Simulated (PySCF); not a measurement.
GaH2Cl, SMILES [Cl][GaH2].

Geometry: B3LYP-D3(BJ)/def2-TZVP.

Method: HF/def2-TZVPD run with PySCF.

Symmetry labels are those of the subgroup C2v that the program uses (full group C2v).

Computed valence orbital energies around the gap with their symmetry:
```tsv
orbital	symmetry	energy (eV)
HOMO−7	A1	-33.51
HOMO−6	B2	-33.46
HOMO−5	A1	-28.77
HOMO−4	A1	-16.67
HOMO−3	B2	-13.21
HOMO−2	A1	-12.94
HOMO−1	B1	-12.39
HOMO	B2	-11.62
LUMO	B1	0.80
LUMO+1	A1	1.45
LUMO+2	A1	2.09
LUMO+3	B2	2.47
```
